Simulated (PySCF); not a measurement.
Vertical excitations of a molecule C7H8O from TDA-PBE/def2-SVPD (PySCF), as energy in eV (oscillator strength): 4.80 (0.029), 5.51 (0.006), 5.76 (0.126), 5.98 (0.009), 6.26 (0.000), 6.37 (0.001). Lowest triplet (TDA): 3.90 eV. Coordinates come from a r2SCAN-D4/def2-SVP optimisation. One conformer was computed; it need not be the lowest.

### Question
Pick the molecule that these values belong to.
A. C#C/C=C/C=C/OC
B. C#C/C=C\C(=C)OC
C. Cc1ccc(O)cc1
D. COc1ccccc1

### Answer
D, COc1ccccc1
